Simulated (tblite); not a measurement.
Species: C4H10BO3PSi.
Structure used (GFN2-xTB), in Å, numbered top down from 1:
```
atom  x, y, z in Å
C1    -2.459   -1.360    0.678
C2    -1.390   -0.506    0.070
C3    -0.706   -0.888   -1.081
O4     0.230   -0.226   -1.624
B5     0.903    0.933   -0.847
P6     1.446    2.302   -2.146
O7     1.929    0.404   -0.081
Si8    2.212   -0.687    1.061
O9    -0.170    1.516    0.106
C10   -1.091    0.762    0.554
H11   -3.184   -0.749    1.208
H12   -2.022   -2.060    1.389
H13   -2.975   -1.934   -0.088
H14   -1.012   -1.789   -1.616
H15    2.518    2.764   -1.409
H16    0.615    3.291   -1.652
H17    3.644   -0.555    1.279
H18    1.804   -2.023    0.598
H19    1.409   -0.384    2.258
H20   -1.707    1.201    1.341
```

All values are computed: GFN2-xTB (tblite) harmonic vibrations without scaling, gas phase. The method is semi-empirical: single wavenumbers can be off by several per cent or more. Modes of hydrogen on phosphorus and silicon can be 10 to 20 % off. One conformer, not necessarily the lowest. The optimisation stopped once no atom felt more than 0.01 eV/Å.

Lowest wavenumbers of the output (negative numbers stand for imaginary wavenumbers):
```
mode    cm-1
  1     -74.9
  2      32.9
  3      35.9
  4      64.5
  5      91.9
  6      96.7
  7     138.9
  8     171.0
  9     231.5
 10     257.0
 11     313.3
 12     323.8
 13     342.6
 14     388.9
 15     477.1
```

Question: Is this structure a minimum?

Answer: No. 1 mode is imaginary beyond 20i (75i cm⁻¹), so at this level the point lies at or near a first-order saddle.

Question: Which atoms move in the imaginary mode?

Answer: 75i: H15 (P–H hydrogen) 48 %, H16 (P–H hydrogen) 47 %. These are shares of the mass-weighted motion.

Question: What is the remedy?

Answer: Step along that mode in both directions, optimise again with tighter thresholds and repeat the frequencies. The zero-point energy of this point (83.2 kcal/mol) counts the 53 real modes alone, and thermal corrections from it aren't those of a minimum.

Hardware: one thread of an Arm Neoverse N1, no GPU, on a shared host. The figure is for the frequency step alone.
